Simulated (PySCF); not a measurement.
# Hf⁵⁸⁺: ionisation energy

Hf⁵⁸⁺ [Ne] 3s2 3p2 (3P) → Hf⁵⁹⁺ [Ne] 3s2 3p1 (2P), as a difference of total energies. Calculation: PySCF 2.14, in an uncontracted even-tempered set (17 s from 15 bohr⁻², ratio 2.5; 12 p from 20 bohr⁻², ratio 2.5; 4 d from 76 bohr⁻², ratio 2.7; 4 f from 110 bohr⁻², ratio 2.7); the spin-free X2C one-electron Hamiltonian (Gaussian nucleus). Correlated levels: outer shells: 1s2 frozen; virtual orbitals above 40 to 60 times the deepest correlated orbital energy dropped. The calculations carry no spin-orbit coupling.

```tsv
method	ionisation energy (eV)
UHF	5948.2
LDA	5949.0
PBE	5950.3
PBE0	5950.1
r2SCAN	5950.8
TPSSh	5950.3
PW91	5951.2
MP2 (outer shells)	5948.8
SCS-MP2 (outer shells)	5948.6
```

Spin-orbit coupling is strong in these open shells (close to jj coupling). The scalar numbers leave it out and a first-order estimate fails, so it can dominate the gap to the real levels.

Breit and QED terms and the two-electron picture change are absent.

For comparison: 6149 ± 6 eV (theoretical estimate listed by NIST; NIST Atomic Spectra Database, ionization energies).
